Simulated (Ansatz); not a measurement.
Agn (charge +1): gap (eV) at several levels, gas phase, relaxed structures; Ansatz. Clusters are the lowest isomers that short searches found in that spin, judged at the geometry's level. Core potentials for Ag in the def2 sets, no spin–orbit coupling. HOMO and LUMO are taken over both spins. Singlets are spin-restricted. The structures are stationary points that may keep the symmetry of their start.

```json
{"species": "Ag4⁺", "state": "doublet", "geometry": "PBE0-D4/def2-SVP", "PBE-D4/def2-SVP": "0.34", "PBE-D4/def2-TZVP": "0.35", "r2SCAN-D4/def2-TZVP": "0.62", "PBE0-D4/def2-SVP": "1.69", "PBE0-D4/def2-TZVP": "1.70"}
{"species": "Ag9⁺", "state": "singlet", "geometry": "r2SCAN-D4/def2-SVP", "PBE-D4/def2-SVP": "1.86", "PBE-D4/def2-TZVP": "1.84", "r2SCAN-D4/def2-TZVP": "1.98", "PBE0-D4/def2-SVP": "3.02", "PBE0-D4/def2-TZVP": "3.01"}
```

(1) Estimate the rows for Ag3⁺ (singlet, B3LYP-D4/def2-TZVP geometry).

(1) 
```tsv
species	state	geometry	PBE-D4/def2-SVP	PBE-D4/def2-TZVP	r2SCAN-D4/def2-TZVP	PBE0-D4/def2-SVP	PBE0-D4/def2-TZVP
Ag3⁺	singlet	B3LYP-D4/def2-TZVP	2.97	2.96	3.21	4.44	4.44
```

Over the 3 species that have every level, the mean is 1.72 at PBE-D4/def2-SVP, 1.72 at PBE-D4/def2-TZVP, 1.94 at r2SCAN-D4/def2-TZVP, 3.05 at PBE0-D4/def2-SVP, 3.05 at PBE0-D4/def2-TZVP. Orbital gaps grow with the share of exact exchange and aren't one observable across functionals.
